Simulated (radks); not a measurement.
The numbers below are computed, except where a source is named.
Valence configurations of Xe+ (all share [Kr]). Code: a radial shooting solver on a logarithmic mesh with Libxc functionals. Model: scalar-relativistic Kohn-Sham, PBEsol, spin-unpolarised, spherical densities, point nucleus. Energies are relative to 4d10 5s2 5p5; eigenvalues in eV.

valence           E (eV)    e(4d)    e(5p)    e(5s)
4d10 5s2 5p5       0.000  -69.354  -17.029  -29.128
4d9.5 5s2 5p5.5   26.849  -72.857  -17.740  -30.203
4d9 5s2 5p6       55.096  -76.357  -18.440  -31.259
4d10 5s1 5p6      12.177  -70.657  -17.602  -29.856
4d10 5s1.5 5p5.5   6.069  -70.010  -17.319  -29.496

NIST lists [Kr] 4d10 5s2 5p5 as the ground configuration; this level of theory agrees among the configurations tried. The energies are those of spherical spin-averaged densities, not of single terms.
